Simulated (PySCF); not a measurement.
C4H4Cl2, SMILES CC=C=C(Cl)Cl. Atoms are numbered in the order given.

```xyz
10

C     -3.2125    -0.4785     0.0000
C     -2.1325     0.5685     0.0000
C     -0.8324     0.3355     0.0000
C      0.4616     0.0950     0.0000
Cl     1.3909    -0.0742     1.4707
Cl     1.3909    -0.0742    -1.4707
H     -3.8663    -0.3606    -0.8902
H     -2.7944    -1.5023     0.0000
H     -3.8663    -0.3606     0.8902
H     -2.4689     1.6254     0.0000
```

The structure is a stationary point at PBE-D3(BJ)/def2-SVP.

The numbers are results of PBE-D3(BJ)/def2-SVP in PySCF 2.14.0, not measurements.

Frequencies are harmonic and unscaled.

| mode | ν (cm⁻¹) | IR (km/mol) | moving atoms (share of kinetic energy) |
|---|---|---|---|
| 1 | 93 | 0.6 | Cl 48 %, C 37 %, H 15 % |
| 2 | 118 | 0.9 | C 70 %, H 18 %, Cl 12 % |
| 3 | 156 | 0.3 | H 94 % |
| 4 | 232 | 0.4 | C 53 %, H 32 %, Cl 15 % |
| 5 | 260 | 2.0 | Cl 69 %, C 28 % |
| 6 | 387 | 3.2 | C 77 %, Cl 16 % |
| 7 | 477 | 12.7 | C 54 %, Cl 42 % |
| 8 | 499 | 0.8 | C 73 %, Cl 22 % |
| 9 | 564 | 5.8 | C 71 %, H 15 %, Cl 14 % |
| 10 | 782 | 20.8 | H 86 %, C 14 % |
| 11 | 826 | 188.9 | C 88 %, Cl 12 % |
| 12 | 892 | 58.4 | C 53 %, H 46 % |
| 13 | 997 | 0.2 | H 63 %, C 37 % |
| 14 | 1059 | 6.1 | C 58 %, H 41 % |
| 15 | 1165 | 34.4 | H 69 %, C 31 % |
| 16 | 1328 | 1.8 | H 79 %, C 20 % |
| 17 | 1368 | 0.5 | H 56 %, C 44 % |
| 18 | 1400 | 8.7 | H 96 % |
| 19 | 1428 | 20.6 | H 61 %, C 39 % |
| 20 | 2014 | 77.8 | C 99 % |
| 21 | 2966 | 16.4 | H 97 % |
| 22 | 3031 | 6.1 | H 92 % |
| 23 | 3038 | 5.6 | H 91 %, C 9 % |
| 24 | 3092 | 6.0 | H 91 %, C 9 % |
